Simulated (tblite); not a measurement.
A geometry optimisation, step by step.

Species: C6H7AlO2.
SMILES with atom numbers: `[CH:1]#[C:2]/[CH:3]=[CH:4]/[Al:5]1[O:6][CH2:7][CH2:8][O:9]1` (hydrogens: H10 on C1; H11 on C3; H12 on C4; H13, H14 on C7; H15, H16 on C8)

Computed with GFN2-xTB (tblite), gas phase: L-BFGS steps from a force-field or distance-geometry start until the largest atomic force falls under 0.01 eV/Å. 11 of its 123 geometries are shown.

Step 0: E = -694.9670 eV, largest atomic force 2.381 eV/Å
```
atom  x, y, z in Å  |  force x, y, z in eV/Å
C1      4.739    0.289   -0.747   -1.444  -0.494   0.545
C2      3.651   -0.081   -0.358    0.755  -0.363   0.252
C3      2.390   -0.549    0.135    0.328   1.140  -0.969
C4      1.306    0.146   -0.260   -0.462  -0.893   0.628
Al5    -0.512   -0.358    0.322   -1.754   1.492  -0.605
O6     -1.874   -0.503   -0.958    1.691  -0.145   1.238
C7     -2.651    0.562   -0.482    0.384   0.060  -0.479
C8     -2.746    0.389    1.024   -0.407   0.913   0.093
O9     -1.456    0.643    1.541    0.725  -1.592  -0.824
H10     5.663    0.627   -1.080    0.305   0.154  -0.174
H11     2.311   -1.415    0.775    0.318   0.038  -0.043
H12     1.378    1.009   -0.900    0.312   0.063  -0.120
H13    -3.636    0.550   -0.970    0.219   0.122  -0.022
H14    -2.063    1.499   -0.654   -0.939  -0.277  -0.070
H15    -3.020   -0.658    1.199   -0.442   0.234   0.253
H16    -3.487    1.125    1.402    0.413  -0.452   0.296
```

Step 12: E = -695.8484 eV, largest atomic force 0.482 eV/Å
```
atom  x, y, z in Å  |  force x, y, z in eV/Å
C1      4.763    0.288   -0.740    0.067  -0.054  -0.013
C2      3.716   -0.143   -0.333   -0.164  -0.172   0.144
C3      2.433   -0.544    0.127    0.097   0.369  -0.294
C4      1.354    0.166   -0.265    0.287  -0.275   0.202
Al5    -0.501   -0.162    0.246    0.280  -0.049   0.038
O6     -1.698   -0.326   -0.953   -0.042   0.073  -0.069
C7     -2.713    0.541   -0.496    0.115  -0.012  -0.061
C8     -2.820    0.382    1.049    0.064   0.201   0.015
O9     -1.504    0.276    1.562    0.026  -0.203  -0.169
H10     5.698    0.623   -1.089   -0.126  -0.037   0.048
H11     2.402   -1.417    0.785   -0.078   0.372  -0.189
H12     1.532    0.998   -0.959    0.047  -0.248   0.228
H13    -3.627    0.306   -1.052   -0.084   0.074   0.303
H14    -2.381    1.568   -0.721   -0.365  -0.046   0.113
H15    -3.381   -0.528    1.285    0.008   0.086  -0.007
H16    -3.280    1.248    1.544   -0.132  -0.079  -0.290
```

Step 24: E = -696.0087 eV, largest atomic force 0.367 eV/Å
```
atom  x, y, z in Å  |  force x, y, z in eV/Å
C1      4.851    0.228   -0.743   -0.109  -0.010   0.073
C2      3.801   -0.177   -0.310    0.061   0.210  -0.106
C3      2.509   -0.534    0.152    0.349  -0.095   0.061
C4      1.419    0.143   -0.231    0.126   0.011   0.011
Al5    -0.460   -0.121    0.172   -0.158  -0.045  -0.031
O6     -1.630    0.046   -1.061   -0.131   0.014  -0.029
C7     -2.817    0.552   -0.515   -0.023   0.011   0.068
C8     -2.809    0.367    1.042   -0.030   0.006   0.054
O9     -1.527    0.004    1.496   -0.018   0.097  -0.046
H10     5.779    0.587   -1.097   -0.194  -0.171   0.088
H11     2.489   -1.372    0.845   -0.121   0.095  -0.091
H12     1.574    0.972   -0.920    0.098  -0.046  -0.065
H13    -3.702    0.050   -0.930    0.241   0.019  -0.107
H14    -2.860    1.623   -0.750   -0.146  -0.083   0.023
H15    -3.523   -0.410    1.338    0.050   0.039  -0.025
H16    -3.102    1.317    1.500    0.004  -0.051   0.120
```

Step 37: E = -696.0770 eV, largest atomic force 0.169 eV/Å
```
atom  x, y, z in Å  |  force x, y, z in eV/Å
C1      4.901    0.193   -0.701   -0.011  -0.074   0.016
C2      3.842   -0.153   -0.249   -0.046  -0.077  -0.034
C3      2.549   -0.516    0.195   -0.007   0.041  -0.039
C4      1.471    0.126   -0.283   -0.082   0.045   0.038
Al5    -0.463    0.007    0.055    0.092   0.041   0.067
O6     -1.650    0.465   -1.087    0.008   0.003  -0.026
C7     -2.920    0.564   -0.500    0.057   0.094  -0.075
C8     -2.809    0.358    1.046    0.105  -0.056   0.120
O9     -1.535   -0.132    1.383    0.145  -0.045  -0.023
H10     5.843    0.449   -1.085    0.006   0.037   0.041
H11     2.514   -1.338    0.902   -0.122   0.101  -0.011
H12     1.689    0.923   -0.997   -0.043  -0.045  -0.035
H13    -3.581   -0.192   -0.934    0.013  -0.025  -0.018
H14    -3.331    1.557   -0.709   -0.027  -0.009  -0.020
H15    -3.569   -0.344    1.394   -0.055  -0.104   0.001
H16    -2.957    1.311    1.558   -0.032   0.073  -0.005
```

Step 49: E = -696.1405 eV, largest atomic force 0.173 eV/Å
```
atom  x, y, z in Å  |  force x, y, z in eV/Å
C1      4.881    0.055   -0.623    0.041  -0.001  -0.010
C2      3.785   -0.253   -0.237    0.037   0.044   0.007
C3      2.448   -0.447    0.163   -0.045   0.055  -0.007
C4      1.461    0.231   -0.442   -0.008  -0.020  -0.017
Al5    -0.426    0.244    0.010   -0.002   0.031  -0.002
O6     -1.647    0.819   -1.035   -0.057  -0.056  -0.019
C7     -2.903    0.564   -0.469   -0.096  -0.096   0.108
C8     -2.740    0.292    1.064    0.008  -0.018   0.051
O9     -1.426   -0.132    1.343    0.060  -0.019  -0.092
H10     5.846    0.311   -0.943    0.032  -0.074   0.013
H11     2.266   -1.130    0.981    0.021   0.010   0.030
H12     1.736    0.880   -1.270    0.018   0.019  -0.009
H13    -3.347   -0.319   -0.950    0.047   0.084   0.038
H14    -3.567    1.419   -0.622    0.016   0.063  -0.042
H15    -3.442   -0.475    1.401   -0.044  -0.039  -0.043
H16    -2.932    1.216    1.619   -0.029   0.016  -0.006
```

Step 61: E = -696.1786 eV, largest atomic force 0.311 eV/Å
```
atom  x, y, z in Å  |  force x, y, z in eV/Å
C1      4.910   -0.122   -0.517    0.110  -0.011  -0.014
C2      3.759   -0.213   -0.185   -0.113  -0.020  -0.071
C3      2.388   -0.249    0.136   -0.007   0.025   0.043
C4      1.457    0.361   -0.609   -0.066  -0.001  -0.023
Al5    -0.426    0.453   -0.120    0.051  -0.047  -0.024
O6     -1.759    1.003   -1.036    0.016  -0.093   0.064
C7     -2.938    0.562   -0.417   -0.147  -0.099   0.040
C8     -2.673    0.197    1.081    0.005   0.002  -0.040
O9     -1.304   -0.071    1.248    0.011  -0.042   0.086
H10     5.923   -0.060   -0.780    0.047  -0.011   0.007
H11     2.126   -0.792    1.032   -0.025   0.001   0.131
H12     1.778    0.857   -1.520    0.025   0.102  -0.042
H13    -3.308   -0.327   -0.936    0.042  -0.105  -0.048
H14    -3.706    1.328   -0.494   -0.113   0.288   0.036
H15    -3.268   -0.675    1.370    0.088  -0.080  -0.078
H16    -2.967    1.024    1.736    0.078   0.092  -0.067
```

Step 73: E = -696.2129 eV, largest atomic force 0.105 eV/Å
```
atom  x, y, z in Å  |  force x, y, z in eV/Å
C1      4.926   -0.252   -0.451    0.054   0.006  -0.015
C2      3.753   -0.159   -0.204   -0.085  -0.001   0.061
C3      2.382   -0.078    0.115    0.000   0.023   0.018
C4      1.457    0.486   -0.676    0.005  -0.008  -0.012
Al5    -0.428    0.476   -0.185    0.005  -0.009  -0.011
O6     -1.812    0.894   -1.089   -0.002   0.009  -0.001
C7     -2.982    0.552   -0.395   -0.008  -0.015   0.010
C8     -2.637    0.122    1.076    0.029   0.002  -0.009
O9     -1.250   -0.040    1.220    0.044  -0.002   0.018
H10     5.950   -0.330   -0.664   -0.013   0.011  -0.020
H11     2.108   -0.507    1.073   -0.014  -0.013  -0.008
H12     1.769    0.912   -1.625    0.018  -0.013  -0.012
H13    -3.470   -0.277   -0.917   -0.023   0.000   0.012
H14    -3.661    1.410   -0.381    0.001   0.025  -0.017
H15    -3.132   -0.823    1.318   -0.022  -0.010  -0.015
H16    -2.981    0.891    1.775    0.013  -0.005   0.002
```

Step 85: E = -696.2177 eV, largest atomic force 0.044 eV/Å
```
atom  x, y, z in Å  |  force x, y, z in eV/Å
C1      4.904   -0.246   -0.441   -0.007   0.000   0.006
C2      3.741   -0.142   -0.155   -0.024  -0.019  -0.031
C3      2.364   -0.053    0.134   -0.009  -0.003   0.014
C4      1.462    0.487   -0.699    0.007   0.012  -0.003
Al5    -0.423    0.459   -0.219   -0.007   0.003  -0.035
O6     -1.818    0.853   -1.115    0.011   0.012  -0.008
C7     -2.981    0.559   -0.389    0.006  -0.010   0.018
C8     -2.613    0.108    1.072   -0.006  -0.012   0.021
O9     -1.222   -0.037    1.205   -0.011   0.012  -0.006
H10     5.921   -0.344   -0.679    0.019   0.023   0.010
H11     2.058   -0.470    1.087    0.007   0.007   0.003
H12     1.798    0.899   -1.647    0.008  -0.029   0.018
H13    -3.520   -0.249   -0.894   -0.016   0.004  -0.012
H14    -3.621    1.446   -0.360    0.008  -0.005   0.019
H15    -3.094   -0.849    1.298   -0.002   0.001  -0.008
H16    -2.964    0.856    1.790    0.018   0.004  -0.007
```

Step 98: E = -696.2202 eV, largest atomic force 0.031 eV/Å
```
atom  x, y, z in Å  |  force x, y, z in eV/Å
C1      4.889   -0.247   -0.426    0.017   0.007   0.011
C2      3.726   -0.153   -0.140   -0.028  -0.003   0.003
C3      2.348   -0.049    0.141   -0.010   0.017  -0.013
C4      1.465    0.481   -0.718    0.000  -0.031  -0.004
Al5    -0.426    0.475   -0.262    0.001  -0.013  -0.001
O6     -1.840    0.867   -1.129   -0.009   0.000   0.010
C7     -2.988    0.566   -0.379    0.004  -0.006  -0.006
C8     -2.590    0.097    1.068   -0.001   0.001  -0.005
O9     -1.197   -0.035    1.173    0.002   0.002  -0.003
H10     5.910   -0.331   -0.657    0.002   0.002   0.007
H11     2.028   -0.429    1.105    0.013  -0.003  -0.002
H12     1.826    0.850   -1.673   -0.006   0.010  -0.015
H13    -3.544   -0.232   -0.884    0.012   0.020   0.007
H14    -3.623    1.456   -0.322    0.010   0.001   0.005
H15    -3.057   -0.869    1.286   -0.004  -0.002   0.005
H16    -2.934    0.831    1.803   -0.003  -0.002  -0.001
```

Step 110: E = -696.2252 eV, largest atomic force 0.033 eV/Å
```
atom  x, y, z in Å  |  force x, y, z in eV/Å
C1      4.895   -0.186   -0.335   -0.007  -0.001   0.017
C2      3.713   -0.117   -0.128   -0.006  -0.008  -0.008
C3      2.323   -0.041    0.091    0.002  -0.006   0.005
C4      1.445    0.382   -0.831    0.002  -0.013   0.017
Al5    -0.438    0.402   -0.345    0.010   0.002   0.009
O6     -1.875    0.818   -1.160   -0.003  -0.004   0.007
C7     -2.995    0.618   -0.337    0.002   0.003   0.002
C8     -2.555    0.066    1.069   -0.006   0.010  -0.014
O9     -1.160   -0.054    1.133    0.010  -0.009  -0.013
H10     5.930   -0.250   -0.495    0.012   0.007  -0.012
H11     1.986   -0.354    1.073   -0.002   0.004   0.012
H12     1.813    0.686   -1.805   -0.002   0.018  -0.028
H13    -3.669   -0.096   -0.821   -0.006   0.003   0.002
H14    -3.520    1.570   -0.211   -0.005   0.010  -0.015
H15    -3.006   -0.917    1.234   -0.002  -0.004   0.019
H16    -2.892    0.748    1.856    0.002  -0.011   0.000
```

Step 122: E = -696.2258 eV, largest atomic force 0.006 eV/Å
```
atom  x, y, z in Å  |  force x, y, z in eV/Å
C1      4.902   -0.163   -0.337    0.002   0.002  -0.003
C2      3.719   -0.121   -0.131   -0.005   0.001   0.001
C3      2.329   -0.063    0.094    0.000   0.003   0.000
C4      1.445    0.362   -0.822   -0.002   0.000  -0.005
Al5    -0.439    0.374   -0.341    0.003  -0.001   0.001
O6     -1.871    0.799   -1.163    0.006  -0.001   0.000
C7     -2.994    0.624   -0.340    0.000   0.003  -0.001
C8     -2.564    0.074    1.069    0.002  -0.001  -0.003
O9     -1.171   -0.074    1.134   -0.001   0.000  -0.001
H10     5.937   -0.203   -0.508    0.001  -0.002   0.001
H11     1.997   -0.389    1.073    0.000  -0.001   0.003
H12     1.807    0.682   -1.795   -0.001  -0.002   0.003
H13    -3.681   -0.081   -0.820    0.000  -0.001  -0.002
H14    -3.502    1.587   -0.224   -0.003   0.001   0.004
H15    -3.034   -0.899    1.245   -0.003  -0.003   0.003
H16    -2.887    0.767    1.852    0.001   0.003   0.001
```

**Question.** Summarise the path.

**Answer.** The energy falls by 29.03 kcal/mol from step 0 to step 122; nine tenths of that is first reached at step 41. It rises by more than 0.2 meV at step 40. The largest force goes from 2.381 to 0.006 eV/Å. Among the bonds Al5–O6 changes most, from 1.875 to 1.704 Å; the atoms move by 0.853 Å rms after alignment.

**Question.** Follow the three bonds and two angles with the largest change from start to end.

**Answer.** 
```tsv
step	E above end (kcal/mol)	largest force (eV/Å)	Al5–O6 (Å)	Al5–O9 (Å)	C7–C8 (Å)	C4–Al5–O6 (°)	Al5–O6–C7 (°)
0	29.03	2.381	1.875	1.838	1.519	119.2	96.4
5	15.06	0.663	1.713	1.721	1.516	122.2	97.9
11	9.50	0.494	1.707	1.709	1.559	120.7	100.9
16	6.70	0.277	1.709	1.714	1.561	118.9	106.5
21	5.75	0.241	1.706	1.718	1.558	119.3	107.7
27	4.38	0.241	1.710	1.704	1.574	121.3	109.9
32	3.93	0.131	1.709	1.704	1.576	122.4	111.4
37	3.43	0.169	1.710	1.713	1.564	123.5	111.7
42	2.71	0.216	1.706	1.708	1.567	124.5	110.9
48	2.04	0.121	1.708	1.708	1.565	123.8	109.5
53	1.81	0.126	1.706	1.705	1.561	124.8	109.4
58	1.46	0.225	1.707	1.712	1.563	128.0	108.7
64	0.74	0.197	1.709	1.707	1.566	130.8	109.5
69	0.39	0.134	1.708	1.709	1.569	130.7	110.8
74	0.29	0.054	1.705	1.707	1.571	130.6	110.8
80	0.23	0.083	1.702	1.709	1.571	130.5	110.8
85	0.19	0.044	1.704	1.707	1.572	131.3	111.0
90	0.15	0.038	1.703	1.707	1.573	132.4	110.9
95	0.14	0.017	1.704	1.707	1.572	133.2	111.0
101	0.11	0.043	1.704	1.705	1.573	133.5	111.0
106	0.04	0.065	1.704	1.707	1.573	134.8	110.9
111	0.01	0.022	1.703	1.707	1.573	134.4	111.0
117	0.00	0.013	1.704	1.707	1.573	134.3	111.1
122	0.00	0.006	1.704	1.707	1.573	134.2	111.1
```

The cost below is that of the whole relaxation. The run took 0.97 s of wall time on an Arm Neoverse V1 with one thread, on a shared host.
